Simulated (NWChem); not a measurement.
System: C₂H₄N₂Si; SMILES N#C/N=C\[SiH3]

```xyz
9

N     -0.9288    -2.2785     0.0000
C     -0.0175    -1.5534     0.0000
N      1.0993    -0.8265     0.0000
C      1.0687     0.4567     0.0000
Si    -0.4957     1.5630     0.0000
H      2.0629     0.9341     0.0002
H     -1.2861     1.2626     1.2278
H     -0.0446     2.9826    -0.0059
H     -1.2925     1.2541    -1.2215
```
Atoms are numbered in this order, from 1.

Program: NWChem. All runs use the structure optimised with PBE0/def2-SVP.

Task: Estimate the computed values for Hartree-Fock/pcseg-2. Quantities: highest occupied level (eV); orbital gap (eV); dipole (D).

Result: 
| Quantity | Value |
|---|---|
| highest occupied level (eV) | -11.39 |
| orbital gap (eV) | 12.31 |
| dipole (D) | 5.26 |
